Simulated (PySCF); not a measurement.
Ga(H)(Br)(OMe) (CH4BrGaO), SMILES [O](C)[GaH][Br]. Geometry: PBE-D3(BJ)/def2-SVP. The structure was generated by enumeration; whether it is a known compound was not checked. Other conformers were not sampled.

**Question.** Give the equilibrium geometry at PBE-D3(BJ)/def2-SVP (PySCF confirms it by a frequency run) as Cartesian coordinates in Å, and its point group. (Estimate from the structure and the level; the computed values follow.)

**Answer.** This is not unique; one that fits is point group Cs.
```xyz
8

Ga    -0.8461     0.5032     0.0000
H     -2.3993     0.5863     0.0000
Br     0.3644    -1.4657     0.0000
O      0.1158     2.0126     0.0000
C      1.5281     2.0984     0.0000
H      1.8725     2.6575     0.8984
H      1.8725     2.6575    -0.8984
H      2.0313     1.1046     0.0000
```
Charge 0, spin multiplicity 1.
